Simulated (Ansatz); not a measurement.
Saddle point of BH2Cl2OF, closed shell (BCl₂F ([F][B]([Cl])[Cl]) + H₂O → BHCl₂O ([OH][B]([Cl])[Cl]) + HF; bonds formed: F2–H5; dative contacts that become bonds: B1–O6; bonds broken: B1–F2, H5–O6), PBE0-D4/def2-TZVP structure:

B1  (-0.404, -0.177, -0.247)
F2  (-0.328, -0.351, 1.392)
Cl3  (0.120, -1.702, -1.007)
Cl4  (-1.997, 0.469, -0.657)
H5  (0.442, 0.385, 1.095)
O6  (0.670, 0.834, -0.089)
H7  (1.498, 0.543, -0.487)
(Å)

Energies are electronic, without zero-point energy. Barriers and step energies count from the start structure reached by relaxing down the imaginary mode; all methods use the PBE0-D4 structures, on which another method's saddle can fall below an end. Program: Ansatz 0.2.0. Basis: def2-TZVPP, with def2-QZVPP for the basis limit. Cores are frozen in the correlated methods. B3LYP uses VWN-RPA correlation. Extrapolation: Hartree–Fock as exp(−7.88 √X), correlation as X^−2.97.

```csv
method,barrier (eV),step energy (eV)
SPW92,0.777,0.307
PBE-D4,0.924,0.085
BLYP-D4,1.015,-0.008
r2SCAN-D4,1.053,0.185
B97M-V,1.201,0.164
PBE0-D4,1.068,0.137
B3LYP-D4,1.117,0.047
r2SCAN0-D4,1.145,0.203
BHLYP-D4,?,0.113
CAM-B3LYP-D4,1.118,0.124
wB97X-V,1.122,0.183
wB97M-V,1.113,0.191
B2PLYP,1.130,0.057
PBE-QIDH,?,0.163
RPA on PBE,1.093,0.086
HF,1.591,0.024
MP2,?,0.112
CCSD,1.220,0.104
CCSD(T),1.143,0.111
```

Q: Fill in the withheld barriers. (An estimate is asked for; the value comes from the calculation.)

A: By the calculation: BHLYP-D4 1.284; MP2 1.097; PBE-QIDH 1.140 eV. Each is the energy of the saddle less that of the start structure, by the same method.

For comparison, the barrier by CCSD(T) at an estimated basis limit (MP2 extrapolated from triple and quadruple zeta, plus CCSD(T) − MP2 in triple zeta) is 1.168 eV.

T1 diagnostic: at most 0.011.

The step is the kind of ligand exchange by which a precursor binds to a hydroxyl group, or is hydrolysed, in atomic layer deposition of oxides.

Labels in which every atom is bracketed show which atoms are joined, not bond orders.

For scale, one of the runs: CCSD(T)/def2-TZVPP, 205 basis functions (an equivalent command: `ansatz run in.yaml --threads 4`). Hardware: 4 CPU threads, shared host. Wall time 70 s; peak host memory 2.7 GiB.
